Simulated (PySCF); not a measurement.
Compound: C6H10O2Si.
Atom-mapped SMILES: `[O:1]=[C:2]1[SiH2:3][C@@H:4]2[CH2:5][CH2:6][C@H:7]1[O:8][CH2:9]2`

Cartesian coordinates in Å at the GFN2-xTB level; atoms count from 1:
```xyz
19
C6H10O2Si angstrom
O     -0.1888    2.9204   -0.3421
C      0.1307    1.8006   -0.0314
Si     1.6295    0.7628   -0.6366
C      0.7337   -0.9155   -0.4062
C     -0.6855   -0.8060   -0.9837
C     -1.5659    0.0172   -0.0284
C     -0.6939    0.8972    0.8754
O      0.1967    0.1388    1.6795
C      0.5879   -1.0952    1.0980
H      1.9063    1.0291   -2.0468
H      2.7937    0.9011    0.2309
H      1.2523   -1.7712   -0.8396
H     -1.1186   -1.8017   -1.1087
H     -0.6545   -0.3368   -1.9697
H     -2.1602   -0.6398    0.6100
H     -2.2547    0.6564   -0.5813
H     -1.3135    1.4856    1.5610
H      1.5382   -1.3525    1.5713
H     -0.1431   -1.8814    1.3409
```

Definitions: NICS(0) = −σiso at the ring centroid; NICS(1) = −σiso and NICS(1)zz = −σzz at ±1 Å along the ring normal z. Level: GIAO PBE0/pcSseg-1 (PySCF, non-relativistic, gas phase) on the GFN2-xTB geometry, one conformer.

Ring bond lengths (Å), with Mayer bond orders in brackets: C2–Si3 1.921 (0.82), Si3–C4 1.916 (0.85), C4–C5 1.536 (0.99), C5–C6 1.538 (1.02), C6–C7 1.534 (1.02), C7–C2 1.523 (0.88); C2–Si3 1.921 (0.82), Si3–C4 1.916 (0.85), C4–C9 1.522 (1.00), C9–O8 1.419 (0.89), O8–C7 1.420 (0.88), C7–C2 1.523 (0.88).

Q: Give the NICS values of each ring in ppm.

A: 
| ring | type | NICS(0) | NICS(1), two faces | NICS(1)zz, two faces | rms pucker (Å) | centre to ring atoms, mean (Å) |
| --- | --- | --- | --- | --- | --- | --- |
| C2–Si3–C4–C5–C6–C7 | 6-membered ring with Si; formal bonds all single | -0.6 | -2.5 / -7.0 | -1.2 / -14.2 | 0.39 | 1.53 |
| C2–Si3–C4–C9–O8–C7 | 6-membered ring with O and Si; formal bonds all single | -0.4 | -2.6 / -4.5 | -0.4 / -12.0 | 0.41 | 1.49 |

Q: What do they say, and how far can they be read as aromaticity?

A: 
- C2–Si3–C4–C5–C6–C7: mean NICS(1)zz -7.7 ppm, shielded. Si3, C4, C5, C6, C7 have four or more neighbours, so the value isn't read as a sign of a π ring current. The two faces differ by 13.0 ppm, so no symmetry operation interchanges them.
- C2–Si3–C4–C9–O8–C7: mean NICS(1)zz -6.2 ppm, shielded. Si3, C4, C7, C9 have four or more neighbours; no verdict on aromaticity is drawn. The two faces differ by 11.6 ppm, so no symmetry operation interchanges them.

Q: List the ring angles and the Hirshfeld charges of the ring atoms.

A: 
- C2–Si3–C4–C5–C6–C7: C2 106.8° (+0.073 e), Si3 94.0° (+0.318 e), C4 108.9° (-0.120 e), C5 109.5° (-0.070 e), C6 110.3° (-0.071 e), C7 107.3° (+0.026 e); sum 636.9° against 720° for a flat convex ring.
- C2–Si3–C4–C9–O8–C7: C2 106.8° (+0.073 e), Si3 94.0° (+0.318 e), C4 105.5° (-0.120 e), C9 109.2° (-0.002 e), O8 113.9° (-0.140 e), C7 108.3° (+0.026 e); sum 637.8° against 720° for a flat convex ring.
